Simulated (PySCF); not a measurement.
**Converging AsF in the basis (PBE0)**

PySCF, UKS reference; triplet, unpaired electrons π ↑↑; De to As + F without counterpoise correction.

```tsv
basis	relativity	functions	Re (Å)	ωe (cm⁻¹)	De (eV)	μ (D)
def2-SVP	no relativity	46	1.750	705	4.05	-1.75
cc-pVTZ-PP/cc-pVTZ	scalar-relativistic core potentials	69	1.741	695	4.17	-1.68
def2-TZVPP	no relativity	79	1.741	695	4.20	-1.65
def2-TZVPPD	no relativity	94	1.743	690	4.22	-1.61
```

Problem. How does each smaller set differ from the one with most functions, def2-TZVPPD?

Solution. def2-SVP: +0.7 pm, +2.2 % in ωe, -0.17 eV in De; cc-pVTZ-PP/cc-pVTZ: -0.2 pm, +0.7 % in ωe, -0.05 eV in De; def2-TZVPP: -0.2 pm, +0.7 % in ωe, -0.02 eV in De. All at PBE0; the set with most functions is neither the basis-set limit nor always the best. The rows treat relativity differently, so the differences are not basis effects alone.

A positive dipole means As(−)F(+). Spin–orbit coupling is left out. The state is the lowest determinant that a PBE0 search found; another state may lie lower at other levels.
